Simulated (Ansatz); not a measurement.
Molecule: bromine monochloride, BrCl, charge 0, multiplicity 1. 
Coordinates optimised at B3LYP-D3(BJ)/def2-TZVP (Ansatz, an electronic-structure program):
```
Cl
Br 1 2.1653
```

Quantity: vertical electron affinity (to the doublet state of charge -1; a negative value means that the extra electron is unbound and the number depends on the basis; each state is the SCF solution reached for its spin), in eV. Valence correlation only, unless marked. UHF or UKS for open shells. No spin-orbit coupling. Frozen are the shells of the preceding noble gas and the d and f shells that filled before the atom's block. Non-relativistic. Anions need diffuse functions: def2-D sets add few. Basis-set limits of correlation are two-point, X^-3; Hartree-Fock from the larger set.

```json
[
 {"level": "SVWN5/def2-TZVPD", "program": "Ansatz", "vertical electron affinity (eV)": "1.52", "minus last row": "0.22"},
 {"level": "PBE/def2-TZVPD", "program": "Ansatz", "vertical electron affinity (eV)": "1.37", "minus last row": "0.07"},
 {"level": "r2SCAN/def2-TZVPD", "program": "Ansatz", "vertical electron affinity (eV)": "1.46", "minus last row": "0.16"},
 {"level": "B3LYP/def2-TZVPD", "program": "Ansatz", "vertical electron affinity (eV)": "1.43", "minus last row": "0.13"},
 {"level": "PBE0/def2-TZVPD", "program": "Ansatz", "vertical electron affinity (eV)": "1.41", "minus last row": "0.11"},
 {"level": "BHLYP/def2-TZVPD", "program": "Ansatz", "vertical electron affinity (eV)": "1.35", "minus last row": "0.05"},
 {"level": "CAM-B3LYP/def2-TZVPD", "program": "Ansatz", "vertical electron affinity (eV)": "1.44", "minus last row": "0.14"},
 {"level": "wB97M-V/def2-TZVPD", "program": "Ansatz", "vertical electron affinity (eV)": "1.26", "minus last row": "-0.04"},
 {"level": "wB97X-V/def2-TZVPD", "program": "Ansatz", "vertical electron affinity (eV)": "1.30", "minus last row": "0.00"},
 {"level": "wB97X/def2-TZVPD", "program": "Ansatz", "vertical electron affinity (eV)": "1.32", "minus last row": "0.02"},
 {"level": "CCSD/def2-SVPD", "program": "Ansatz", "vertical electron affinity (eV)": "1.17", "minus last row": "-0.13"},
 {"level": "CCSD/def2-TZVPPD", "program": "Ansatz", "vertical electron affinity (eV)": "1.11", "minus last row": "-0.19"},
 {"level": "CCSD/def2-QZVPPD", "program": "Ansatz", "vertical electron affinity (eV)": "1.20", "minus last row": "-0.10"},
 {"level": "CCSD/CBS(def2-TZVPPD,def2-QZVPPD)", "program": "Ansatz", "vertical electron affinity (eV)": "1.27", "minus last row": "-0.03"},
 {"level": "CCSD(T)/def2-SVPD", "program": "Ansatz", "vertical electron affinity (eV)": "1.17", "minus last row": "-0.13"},
 {"level": "CCSD(T)/def2-TZVPPD", "program": "Ansatz", "vertical electron affinity (eV)": "1.13", "minus last row": "-0.17"},
 {"level": "CCSD(T)/def2-QZVPPD", "program": "Ansatz", "vertical electron affinity (eV)": "1.22", "minus last row": "-0.08"},
 {"level": "CCSD(T)/CBS(def2-TZVPPD,def2-QZVPPD)", "program": "Ansatz", "vertical electron affinity (eV)": "1.30", "minus last row": "0.00"}
]
```
